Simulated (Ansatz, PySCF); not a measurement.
C3, SMILES [C]=C=[C] (connectivity only; charge and spin as stated), neutral, multiplicity 1.

The structure is a stationary point at PBE-D3(BJ)/def2-TZVP. The isomer is the one that the SMILES or the coordinates give; other isomers of the formula were not compared.

Two levels are set side by side: PBE/def2-TZVPD (Ansatz, an electronic-structure program) and EOM-CCSD/aug-cc-pVDZ (PySCF). PBE by ΔSCF, the other level by its IP root; same geometry, the bases differ. Differences are taken from unrounded values.

| quantity | EOM-CCSD | PBE | PBE minus EOM-CCSD |
|---|---|---|---|
| vertical ionisation energy (eV) | 11.86 | 11.72 | -0.14 |

On these quantities the two levels nearly agree.
